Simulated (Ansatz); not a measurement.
```yaml
crystal:
  periodic: [false, false, false]
  atoms:
    - {symbol: Al, position_ang: [0.121550, -0.158971, -1.609330]}
    - {symbol: P, position_ang: [-0.056508, 0.134122, 0.883773]}
    - {symbol: H, position_ang: [0.818039, 1.086416, 1.886475]}
    - {symbol: H, position_ang: [0.567269, -1.075489, 1.590398]}
    - {symbol: H, position_ang: [-1.430362, 0.114921, 1.865882]}
    - {symbol: F, position_ang: [1.780460, -0.109454, -1.872463]}
    - {symbol: F, position_ang: [-0.765570, 1.468753, -1.762778]}
    - {symbol: F, position_ang: [-0.913329, -1.126139, -1.668468]}
basis:
  gaussian: {orbitals: def2-SVP, point_charges: [{charge: 1.00, position_ang: [6.687, -0.388, -0.312]}]}
magnetization: {spin_polarized: true, initial_magnetization: 0}
hamiltonian: {xc: {name: SPW92}, pseudopotentials: {relativity: none}}
output: {forces: true}
```

```sh
$ ansatz run in.yaml --threads 4 --pin off --events-out ev --progress --plain --max-ram 3916MiB
```

It prints (some lines left out):

```
Functional definition: SPW92
1018 factors; their error is unknown
mean field evaluation 1: about -23955.2417 eV, gradient 4.4e1 eV
mean field evaluation 2: about -23826.7971 eV, gradient 1.7e2 eV
mean field evaluation 4: about -23960.9573 eV, gradient 1.1e1 eV
mean field evaluation 8: about -23961.2980 eV, gradient 8.1e-2 eV
mean field evaluation 16: about -23961.2470 eV, gradient 5.9e-5 eV
mean field -23961.24703690 eV, -880.5595870896 hartree, gradient 5.9e-5 eV, S^2 0.000000; 0 other end points of the search recorded, 0 dependent functions left out
reference -23961.24707655 eV, -880.5595885466 hartree; 29, 29 occupied and 64, 64 virtual orbitals, 1018 factors
Total energy: -23961.24707655 eV, -880.5595885466 hartree
Atom 0 at     0.121550    -0.158971    -1.609330 Å, force     8.021630    13.808852     0.582269 eV/Å
Atom 1 at    -0.056508     0.134122     0.883773 Å, force     0.047917    -0.026529     4.358460 eV/Å
Atom 2 at     0.818039     1.086416     1.886475 Å, force    -1.433486    -1.226593    -1.777474 eV/Å
Atom 3 at     0.567269    -1.075489     1.590398 Å, force    -0.716863     0.999983    -0.693527 eV/Å
Atom 4 at    -1.430362     0.114921     1.865882 Å, force     2.294687     0.084783    -1.917535 eV/Å
Atom 5 at     1.780460    -0.109454    -1.872463 Å, force    -0.621484    -0.388011     0.123017 eV/Å
Atom 6 at    -0.765570     1.468753    -1.762778 Å, force     2.087974    -2.874518     0.202195 eV/Å
Atom 7 at    -0.913329    -1.126139    -1.668468 Å, force    -9.647165   -10.392357    -0.821384 eV/Å
Dipole moment:    -0.068245    -0.342867     0.913348 e Å
```

It took 0.7 s on 4 threads of Arm Neoverse V2 on a shared host.
